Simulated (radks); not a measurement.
Results of a calculation; reference values are marked as such.
Species: Tb XVI. Configuration: [Kr] 4d10 4f4 (the NIST ground configuration). Code: a radial shooting solver on a logarithmic mesh with Libxc functionals. Model: scalar-relativistic Kohn-Sham, PBE, spin-unpolarised, spherical densities, point nucleus.

Normalised radial functions P(r) = r R(r), r in bohr:

r              3s
0.00165    0.3340
0.00186    0.3655
0.002114   0.4015
0.002403   0.4398
0.002731   0.4803
0.003104   0.5227
0.0035     0.5636
0.003977   0.6080
0.004521   0.6522
0.005138   0.6951
0.005793   0.7327
0.006584   0.7683
0.007483   0.7968
0.008505   0.8156
0.009666   0.8214
0.0109     0.8118
0.01239    0.7818
0.01408    0.7273
0.016      0.6444
0.01804    0.5378
0.0205     0.3912
0.0233     0.2099
0.02649   -0.0039
0.0301    -0.2446
0.03394   -0.4858
0.03858   -0.7452
0.04384   -0.9869
0.04983   -1.1852
0.05618   -1.3065
0.06386   -1.3389
0.07258   -1.2464
0.08249   -1.0126
0.09375   -0.6360
0.1057    -0.1694
0.1201     0.4113
0.1365     1.0186
0.1552     1.5793
0.175      1.9961
0.1989     2.2671
0.226      2.3274
0.2569     2.1820
0.292      1.8737
0.3292     1.4984
0.3741     1.0797
0.4252     0.7055
0.4833     0.4145
0.5449     0.2267
0.6193     0.1054
0.7039     0.0426
0.8        0.0147
0.9093     0.0043
1.025      0.0011
1.165      0.0002
1.324      0.0000
1.505      0.0000
1.697      0.0000
1.929      0.0000
2.192      0.0000

3s: eigenvalue -2230.6 eV, 2 radial nodes at r = 0.0264, 0.110 bohr, <r> = 0.239 bohr, 90 % of the charge inside 0.351 bohr.
